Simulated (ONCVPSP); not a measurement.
**caesium: ONCV pseudisation with PBE, scalar-relativistic reference atom.**

Input for ONCVPSP 4.0.1:

```
# ATOM AND REFERENCE CONFIGURATION
# atsym  z   nc   nv     iexc    psfile
  Cs 55.00    9    3        4      upf
#
#   n    l    f
    1    0    2.00
    2    0    2.00
    2    1    6.00
    3    0    2.00
    3    1    6.00
    3    2   10.00
    4    0    2.00
    4    1    6.00
    4    2   10.00
    5    0    2.00
    5    1    6.00
    6    0    1.00
#
# PSEUDOPOTENTIAL AND OPTIMIZATION
# lmax
    2
#
#   l,   rc,      ep,       ncon, nbas, qcut
    0    3.15    0.00    3    6    3.40
    1    2.25    0.00    4    9    2.90
    2    2.55    0.24    4    8    3.30
#
# LOCAL POTENTIAL
# lloc, lpopt,  rc(5),   dvloc0
    4    5    1.50   -1.00
#
# VANDERBILT-KLEINMAN-BYLANDER PROJECTORs
# l, nproj, debl
    0    2    3.90
    1    2    1.10
    2    2    2.00
#
# MODEL CORE CHARGE
# icmod, fcfact, rcfact
    3    3.00    1.30
#
# LOG DERIVATIVE ANALYSIS
# epsh1, epsh2, depsh
   -2.00    5.00    0.02
#
# OUTPUT GRID
# rlmax, drl
    6.00    0.01
#
# TEST CONFIGURATIONS
# ncnf
    4
# nvcnf
#   n    l    f
    3
    5    0    2.00
    5    1    6.00
    6    0    0.00
#
    3
    5    0    2.00
    5    1    6.00
    6    0    0.50
#
    4
    5    0    2.00
    5    1    6.00
    6    0    0.00
    6    1    1.00
#
    3
    5    0    1.00
    5    1    6.00
    6    0    1.00
#
```

Command:

```bash
oncvpsp.x < Cs.dat > Cs.out
```

The program printed (shortened: citation, most of the input echo, consistency checks and plot data are left out):

```
ONCVPSP  (Optimized Norm-Conservinng Vanderbilt PSeudopotential)
scalar-relativistic version 4.0.1

#   n    l    f        energy (Ha)
    1    0    2.00    -1.3156316E+03
    2    0    2.00    -2.0636953E+02
    2    1    6.00    -1.8511681E+02
    3    0    2.00    -4.2903086E+01
    3    1    6.00    -3.6064756E+01
    3    2   10.00    -2.6030661E+01
    4    0    2.00    -8.0956195E+00
    4    1    6.00    -5.9097140E+00
    4    2   10.00    -2.7285956E+00
    5    0    2.00    -9.8238832E-01
    5    1    6.00    -4.9678609E-01
    6    0    1.00    -7.6670109E-02

Reference configufation results
  iterations    27
  all-electron total energy (Ha)   -7.78693031D+03

Begin loop to  construct optimized pseudo wave functions
and semi-local pseudopoentials for all angular momenta

Calculating optimized projector #   1

 for l=   0

    Fraction of norm inside rc  0.977801
    Optimizing pswf for qcut=   3.40 a_B^-1,  ecut=   5.79 Ha
    Residual kinetic energy error=  2.95D-06 Ha

    Energy error per electron        Cutoff
         Ha          eV             Ha
         0.01000     0.27211        1.52
         0.00100     0.02721        2.29
         0.00010     0.00272        3.44
         0.00001     0.00027        5.23

Calculating optimized projector #   2

 for l=   0

    Fraction of norm inside rc  0.074693
    Optimizing pswf for qcut=   3.40 a_B^-1,  ecut=   5.79 Ha
    Residual kinetic energy error=  6.46D-06 Ha

    Energy error per electron        Cutoff
         Ha          eV             Ha
         0.01000     0.27211        1.13
         0.00100     0.02721        1.80
         0.00010     0.00272        4.00
         0.00001     0.00027        5.60

   Wellstate for l =  1  n =  6
     eigenvalue =   0.6032
     asymptotic potential =   1.1032
     half-point radius =  3.8701

Calculating optimized projector #   1

 for l=   1

    Fraction of norm inside rc  0.645391
    Optimizing pswf for qcut=   2.91 a_B^-1,  ecut=   4.22 Ha
    Residual kinetic energy error=  1.57D-03 Ha

    Energy error per electron        Cutoff
         Ha          eV             Ha
         0.01000     0.27211        2.72
         0.00100     0.02721        8.67
         0.00010     0.00272       48.58
         0.00001     0.00027       57.49

Calculating optimized projector #   2

 for l=   1

    Fraction of norm inside rc  0.189173
    Optimizing pswf for qcut=   2.91 a_B^-1,  ecut=   4.22 Ha
    Residual kinetic energy error=  2.83D-03 Ha

    Energy error per electron        Cutoff
         Ha          eV             Ha
         0.01000     0.27211        3.29
         0.00100     0.02721        6.99
         0.00010     0.00272       22.91
         0.00001     0.00027       49.47

WARNING wellstate: moderately localized bound state found for n= 5 l=  2
WARNING scattering state with energy  0.05000000
WARNING will be used for the first projector

   Wellstate for l =  2  n =  5
     eigenvalue =   0.0500
     asymptotic potential =   0.5500
     half-point radius =  6.0126

   Wellstate for l =  2  n =  7
     eigenvalue =   2.0500
     asymptotic potential =   2.5500
     half-point radius =  4.5332

Calculating optimized projector #   1

 for l=   2

    Fraction of norm inside rc  0.321130
    Optimizing pswf for qcut=   3.30 a_B^-1,  ecut=   5.45 Ha
    Residual kinetic energy error=  6.87D-05 Ha

    Energy error per electron        Cutoff
         Ha          eV             Ha
         0.01000     0.27211        2.91
         0.00100     0.02721        4.20
         0.00010     0.00272        5.28
         0.00001     0.00027        8.05

Calculating optimized projector #   2

 for l=   2

    Fraction of norm inside rc  0.163908
    Optimizing pswf for qcut=   3.30 a_B^-1,  ecut=   5.45 Ha
    Residual kinetic energy error=  1.18D-03 Ha

    Energy error per electron        Cutoff
         Ha          eV             Ha
         0.01000     0.27211        4.70
         0.00100     0.02721        5.37
         0.00010     0.00272        6.08
         0.00001     0.00027       15.00

Construct Vanderbilt / Kleinmman-Bylander projectors

B matrix Hermiticity error, ll=   0
   1   2    3.7595E-05

  Orthonormal projector coefficients  6.4509E+00  5.8127E-01

B matrix Hermiticity error, ll=   1
   1   2    9.9496E-05

  Orthonormal projector coefficients  5.8515E+00  1.2023E+00

B matrix Hermiticity error, ll=   2
   1   2   -9.5323E-05

  Orthonormal projector coefficients  3.7066E+00  3.4022E-01

Model core correction analysis
  based on d2Exc/dn_idn_j

d2excae - all-electron derivatives

   -2.477404D-02   -2.093954D-02   -1.413770D-03
   -2.093950D-02   -2.122553D-02   -2.696900D-03
   -1.412604D-03   -2.692987D-03   -3.025167D-02

d2excps - pseudofunction derivatives with no core correction

   -3.691894D-02   -2.334939D-02   -2.342001D-03
   -2.335026D-02   -2.300618D-02   -2.892035D-03
   -2.341531D-03   -2.888137D-03   -3.032262D-02

rms 2nd derivative error    4.269975E-03

rmatch, rhocmatch    1.3527    2.0467

Teter function model core charge with specified parameters

d2excps - pseudofunction derivatives with core correction

   -2.580440D-02   -1.954062D-02   -1.639853D-03
   -1.954041D-02   -2.137284D-02   -2.665606D-03
   -1.638711D-03   -2.661693D-03   -3.027526D-02

rms 2nd derivative error    7.529585E-04

Pseudoatom total energy  -20.641542

Diagnostic tests using Vanderbilt-Kleinman-Bylander pseudopotentials
  1 or more projectors used as specified by nproj input data

   l    rcore       rmatch      e in        delta e   norm test  slope test

   0   3.1630073   3.2590430  -0.9823883   0.0000024   1.0000384   1.0000334
   0   3.1630073   3.2590430  -0.0766701   0.0000016   1.0000297   0.9999886

   1   2.2626286   2.3313269  -0.4967861  -0.0000022   1.0000517   1.0000610
   1   2.2626286   2.3313269   0.6032139   0.0000008   1.0002018   1.0002018

   2   2.5501920   2.6276214   0.0500000   0.0000016   1.0000476   1.0000476
   2   2.5501920   2.6276214   2.0500000   0.0000183   1.0001896   1.0001896

 Testing for bound ghosts
   n   l    E NL Schr. Eq   E Basis Diag.   E Cutoff

   1   0       -0.982386       -0.982353     12.94
       0                       -0.672012     12.94  WARNING - GHOST(-)
   2   0       -0.076669       -0.064005     12.94

   2   1       -0.496788       -0.496557     77.13

   3   2       -0.014107        0.016207     52.74

 Testing for highly-localized positive-energy ghosts
       l    <radius>/rc     E Basis Diag.   E Cutoff

       1        0.733371        3.378774     77.13  WARNING - GHOST(+)

Test configuration 0

   n   l     f        eae           eps        diff
   1   0  2.0000-1315.63155472
   2   0  2.0000 -206.36953090
   2   1  6.0000 -185.11681174
   3   0  2.0000  -42.90308616
   3   1  6.0000  -36.06475557
   3   2 10.0000  -26.03066084
   4   0  2.0000   -8.09561948
   4   1  6.0000   -5.90971403
   4   2 10.0000   -2.72859562
   5   0  2.0000   -0.98238832   -0.98238594    2.38D-06
   5   1  6.0000   -0.49678609   -0.49678831   -2.21D-06
   6   0  1.0000   -0.07667011   -0.07666852    1.59D-06

    Total energies and differences
      AE_ref= -7.78693031D+03  AE_tst= -7.78693031D+03  dif=  0.00D+00
      PS_ref= -2.06415416D+01  PS_tst= -2.06415416D+01  dif=  3.55D-14
      PSP excitation error= -3.55D-14

Test configuration 1

   n   l     f        eae           eps        diff
   1   0  2.0000-1315.82460355
   2   0  2.0000 -206.56249833
   2   1  6.0000 -185.30976430
   3   0  2.0000  -43.09603761
   3   1  6.0000  -36.25770439
   3   2 10.0000  -26.22361763
   4   0  2.0000   -8.28834043
   4   1  6.0000   -6.10238398
   4   2 10.0000   -2.92114000
   5   0  2.0000   -1.17371570   -1.17413367   -4.18D-04
   5   1  6.0000   -0.68612046   -0.68614457   -2.41D-05

    Total energies and differences
      AE_ref= -7.78693031D+03  AE_tst= -7.78678833D+03  dif=  1.42D-01
      PS_ref= -2.06415416D+01  PS_tst= -2.04995481D+01  dif=  1.42D-01
      PSP excitation error= -1.34D-05

Test configuration 2

   n   l     f        eae           eps        diff
   1   0  2.0000-1315.72140573
   2   0  2.0000 -206.45934914
   2   1  6.0000 -185.20662506
   3   0  2.0000  -42.99289667
   3   1  6.0000  -36.15456517
   3   2 10.0000  -26.12047336
   4   0  2.0000   -8.18534318
   4   1  6.0000   -5.99941888
   4   2 10.0000   -2.81825321
   5   0  2.0000   -1.07160835   -1.07177090   -1.63D-04
   5   1  6.0000   -0.58532635   -0.58533911   -1.28D-05
   6   0  0.5000   -0.14088201   -0.14088601   -4.00D-06

    Total energies and differences
      AE_ref= -7.78693031D+03  AE_tst= -7.78687627D+03  dif=  5.40D-02
      PS_ref= -2.06415416D+01  PS_tst= -2.05874914D+01  dif=  5.41D-02
      PSP excitation error= -3.44D-06

Test configuration 3

   n   l     f        eae           eps        diff
   1   0  2.0000-1315.67832270
   2   0  2.0000 -206.41633766
   2   1  6.0000 -185.16358966
   3   0  2.0000  -42.94996069
   3   1  6.0000  -36.11162617
   3   2 10.0000  -26.07753464
   4   0  2.0000   -8.14242884
   4   1  6.0000   -5.95649331
   4   2 10.0000   -2.77530781
   5   0  2.0000   -1.02874967   -1.02907840   -3.29D-04
   5   1  6.0000   -0.54196213   -0.54198022   -1.81D-05
   6   1  1.0000   -0.04760670   -0.04760703   -3.29D-07

    Total energies and differences
      AE_ref= -7.78693031D+03  AE_tst= -7.78687993D+03  dif=  5.04D-02
      PS_ref= -2.06415416D+01  PS_tst= -2.05911518D+01  dif=  5.04D-02
      PSP excitation error= -1.92D-06

Test configuration 4

   n   l     f        eae           eps        diff
   1   0  2.0000-1316.07288693
   2   0  2.0000 -206.80760847
   2   1  6.0000 -185.55490609
   3   0  2.0000  -43.34007541
   3   1  6.0000  -36.50172712
   3   2 10.0000  -26.46773890
   4   0  2.0000   -8.52730272
   4   1  6.0000   -6.34041604
   4   2 10.0000   -3.15601258
   5   0  1.0000   -1.35535859   -1.37617126   -2.08D-02
   5   1  6.0000   -0.84508287   -0.85006034   -4.98D-03
   6   0  1.0000   -0.27258316   -0.27338558   -8.02D-04

    Total energies and differences
      AE_ref= -7.78693031D+03  AE_tst= -7.78576598D+03  dif=  1.16D+00
      PS_ref= -2.06415416D+01  PS_tst= -1.94675249D+01  dif=  1.17D+00
      PSP excitation error= -9.68D-03
```

Note: ghosts flagged at negative energy: s at -18.3 eV; GHOST(+) flagged for p at 91.9 eV. A true bound ghost makes a file unfit for plane-wave use.

The run took about 5.6 s on one core of a shared server CPU.
